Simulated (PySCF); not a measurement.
C6H9OP.
Numbering: `[CH2:1]=[CH:2][P:3](=[O:4])([CH:5]=[CH2:6])[CH:7]=[CH2:8]` (hydrogens: H9, H10 on C1; H11 on C2; H12 on C5; H13, H14 on C6; H15 on C7; H16, H17 on C8)

A GFN2-xTB structure was refined with PBE0-D3(BJ)/def2-SVP geometry optimisation, gas phase in PySCF. Its GFN2-xTB values:

```json
{"coordinate": "C1=C2", "GFN2-xTB": "1.314 Å"}
{"coordinate": "C1–H9", "GFN2-xTB": "1.058 Å"}
{"coordinate": "C1–H10", "GFN2-xTB": "1.104 Å"}
{"coordinate": "C2–P3", "GFN2-xTB": "1.814 Å"}
{"coordinate": "C2–H11", "GFN2-xTB": "1.070 Å"}
{"coordinate": "P3=O4", "GFN2-xTB": "1.450 Å"}
{"coordinate": "C1–C2–P3", "GFN2-xTB": "119.1°"}
{"coordinate": "C2–P3–O4", "GFN2-xTB": "116.4°"}
{"coordinate": "C2–P3–C5", "GFN2-xTB": "103.9°"}
{"coordinate": "C1–C2–P3–O4", "GFN2-xTB": "0°"}
{"coordinate": "C2–P3–C5–C6", "GFN2-xTB": "127°"}
{"coordinate": "C2–P3–C7–C8", "GFN2-xTB": "-126°"}
```

Task: How do these coordinates change at the PBE0-D3(BJ)/def2-SVP level?

Result: 
```tsv
coordinate	PBE0-D3(BJ)/def2-SVP (Å or °)	change
P3=O4	1.500	+0.050
C1–H9	1.094	+0.036
C2–H11	1.096	+0.026
C1=C2	1.334	+0.020
C1–H10	1.096	-0.008
C2–P3	1.808	-0.006
C2–P3–O4	113.4	-3.0
C2–P3–C5	105.4	+1.5
C1–C2–P3	118.2	-0.9
C2–P3–C5–C6	124	-3
C2–P3–C7–C8	-125	+1
C1–C2–P3–O4	-1	-1
```

The energy falls by 21.8 kJ/mol over 7 energy and gradient evaluations, the largest force component goes from 0.0517 to 2.6e-04 Eh/bohr, and the atoms move by 0.046 Å rms after alignment. The bond that changes most is P3=O4 (phosphoryl phosphorus to phosphoryl oxygen), which lengthens by 0.050 Å. Bonds longer at the end by more than 0.005 Å: 8 of 16; shorter: 4. Rotational constants go from 1763, 1758, 1158 to 1767, 1761, 1164 MHz.

The run used 161 basis functions and 51 SCF cycles in all. Hardware: one thread of an Arm Neoverse V1, shared host with 32 logical CPUs at a one-minute load of 11. Cost: 81 s of wall time, 0.66 GiB resident at most.

No PBE0-D3(BJ)/def2-SVP frequencies stand behind this structure, so it isn't proved a minimum. One conformer, not necessarily the lowest.

Shape of the structure used: `[CH2:1]=[CH:2][P:3](=[O:4])([CH:5]=[CH2:6])[CH:7]=[CH2:8]`: C1–C2–P3–O4 -1°, C2–P3–C5–C6 124°, C2–P3–C7–C8 -125°.
